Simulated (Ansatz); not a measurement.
Ansatz (a quantum-chemistry and plane-wave program) input (CCSD(T)/aug-cc-pVDZ):

Ansatz 0.2 input:
```yaml
crystal:
  periodic: [false, false, false]
  atoms:
    - {symbol: C, position_ang: [2.40528774, -1.12999453, 0.05411507]}
    - {symbol: C, position_ang: [1.23952216, -0.30213938, 0.46664448]}
    - {symbol: C, position_ang: [1.66631887, 1.12795871, 0.81684178]}
    - {symbol: C, position_ang: [0.13685201, -0.34534789, -0.60613049]}
    - {symbol: C, position_ang: [-1.17229727, 0.38193984, -0.27658631]}
    - {symbol: C, position_ang: [-1.83950666, -0.16149154, 0.98728614]}
    - {symbol: C, position_ang: [-2.12846528, 0.29744218, -1.46746728]}
    - {symbol: H, position_ang: [2.26698074, -2.02022821, -0.54536913]}
    - {symbol: H, position_ang: [3.39319951, -0.93390514, 0.44942606]}
    - {symbol: H, position_ang: [0.82229469, -0.74863580, 1.38445916]}
    - {symbol: H, position_ang: [2.01993775, 1.65223204, -0.07425329]}
    - {symbol: H, position_ang: [2.47825952, 1.12111697, 1.54636750]}
    - {symbol: H, position_ang: [0.84273886, 1.70172350, 1.24288907]}
    - {symbol: H, position_ang: [-0.09622253, -1.39495769, -0.81936511]}
    - {symbol: H, position_ang: [0.54739190, 0.07031019, -1.53234844]}
    - {symbol: H, position_ang: [-0.94554606, 1.44037947, -0.11161673]}
    - {symbol: H, position_ang: [-2.78980208, 0.34335636, 1.17289320]}
    - {symbol: H, position_ang: [-1.21644969, -0.02574495, 1.87229391]}
    - {symbol: H, position_ang: [-2.04542708, -1.23098543, 0.88534041]}
    - {symbol: H, position_ang: [-3.05100198, 0.84866508, -1.27389149]}
    - {symbol: H, position_ang: [-1.67364362, 0.70841092, -2.37121068]}
    - {symbol: H, position_ang: [-2.39897949, -0.74194186, -1.67383469]}
basis:
  gaussian:
    orbitals: aug-cc-pVDZ
magnetization: {spin_polarized: true, initial_magnetization: 1}
correlation: {method: ccsd_t, electrons: outside_noble_gas}
output: {forces: true}
```

Output:

```
Functional definition: HF
integrals: 5.31 GiB planned
2925 factors; integrals over basis functions are off by at most 7.3e-4 eV
1.91 GiB of device memory are held for the factors and their scratch space
mean field: 2.70 GiB planned
mean field evaluation 1: about -7442.5754 eV, gradient 3.6e1 eV
mean field evaluation 2: about -7442.5820 eV, gradient 3.6e1 eV
mean field evaluation 4: about -7450.2755 eV, gradient 4.0e0 eV
mean field evaluation 8: about -7450.4161 eV, gradient 1.7e-1 eV
mean field evaluation 16: about -7450.3965 eV, gradient 1.0e0 eV
mean field evaluation 32: about -7445.5753 eV, gradient 4.3e-1 eV
mean field -7450.41668810 eV, -273.7977632140 hartree, gradient 1.7e-6 eV, S^2 0.762859; 0 other end points of the search recorded, 0 dependent functions left out
7 core orbitals not correlated
reference -7450.41668810 eV, -273.7977632140 hartree; 22, 21 occupied and 267, 268 virtual orbitals, 2925 factors
densities: 59.73 GiB planned
second order -28.03935465 eV of doubles, -0.00000000 eV of singles
coupled cluster: 38.38 GiB planned
cycle   1  -29.77643542 eV  change    -1.7e0 eV  update   1.1e-1
cycle   2  -30.55106190 eV  change   -7.7e-1 eV  update   3.2e-2
cycle   3  -30.68015234 eV  change   -1.3e-1 eV  update   1.3e-2
cycle   4  -30.68172947 eV  change   -1.6e-3 eV  update   4.4e-3
cycle   5  -30.68162444 eV  change    1.1e-4 eV  update   2.0e-3
cycle   6  -30.68171630 eV  change   -9.2e-5 eV  update   7.9e-4
cycle   7  -30.68165618 eV  change    6.0e-5 eV  update   2.8e-4
cycle   8  -30.68169033 eV  change   -3.4e-5 eV  update   1.1e-4
cycle   9  -30.68166987 eV  change    2.0e-5 eV  update   4.1e-5
cycle  10  -30.68164130 eV  change    2.9e-5 eV  update   1.7e-5
cycle  11  -30.68164973 eV  change   -8.4e-6 eV  update   7.7e-6
cycle  12  -30.68165419 eV  change   -4.5e-6 eV  update   2.8e-6
perturbative correction -1.03600356 eV, -0.0380724286 hartree
the calculation of the forces begins
1.91 GiB of device memory are held for the factors and their scratch space
Total energy: -7482.13434585 eV, -274.9633656373 hartree
Atom 0 at     2.405288    -1.129995     0.054115 Å, force     0.106157     0.004786    -0.134827 eV/Å
Atom 1 at     1.239522    -0.302139     0.466644 Å, force    -0.290520     0.176619     0.091257 eV/Å
Atom 2 at     1.666319     1.127959     0.816842 Å, force    -0.048712    -0.106154    -0.065586 eV/Å
Atom 3 at     0.136852    -0.345348    -0.606130 Å, force     0.008798     0.060728     0.128167 eV/Å
Atom 4 at    -1.172297     0.381940    -0.276586 Å, force     0.039794    -0.033450     0.023313 eV/Å
Atom 5 at    -1.839507    -0.161492     0.987286 Å, force     0.066187     0.007588    -0.088662 eV/Å
Atom 6 at    -2.128465     0.297442    -1.467467 Å, force     0.068221    -0.013962     0.075556 eV/Å
Atom 7 at     2.266981    -2.020228    -0.545369 Å, force    -0.060730    -0.445645    -0.284373 eV/Å
Atom 8 at     3.393200    -0.933905     0.449426 Å, force     0.488984     0.085885     0.197602 eV/Å
Atom 9 at     0.822295    -0.748636     1.384459 Å, force    -0.164354    -0.184451     0.362937 eV/Å
Atom 10 at     2.019938     1.652232    -0.074253 Å, force     0.157882     0.225522    -0.419538 eV/Å
Atom 11 at     2.478260     1.121117     1.546367 Å, force     0.364598    -0.012139     0.331321 eV/Å
Atom 12 at     0.842739     1.701723     1.242889 Å, force    -0.388705     0.250329     0.203745 eV/Å
Atom 13 at    -0.096223    -1.394958    -0.819365 Å, force    -0.119838    -0.491378    -0.089783 eV/Å
Atom 14 at     0.547392     0.070310    -1.532348 Å, force     0.200431     0.207002    -0.432634 eV/Å
Atom 15 at    -0.945546     1.440379    -0.111617 Å, force     0.100510     0.476181     0.066874 eV/Å
Atom 16 at    -2.789802     0.343356     1.172893 Å, force    -0.425753     0.233757     0.077214 eV/Å
Atom 17 at    -1.216450    -0.025745     1.872294 Å, force     0.291447     0.074870     0.403020 eV/Å
Atom 18 at    -2.045427    -1.230985     0.885340 Å, force    -0.082805    -0.483602    -0.065968 eV/Å
Atom 19 at    -3.051002     0.848665    -1.273891 Å, force    -0.411074     0.254391     0.097309 eV/Å
Atom 20 at    -1.673644     0.708411    -2.371211 Å, force     0.211115     0.191010    -0.400426 eV/Å
Atom 21 at    -2.398979    -0.741942    -1.673835 Å, force    -0.111633    -0.477886    -0.076519 eV/Å
Dipole moment:    -0.052667     0.033136     0.043841 e Å
```

It need not be the lowest isomer of its formula.
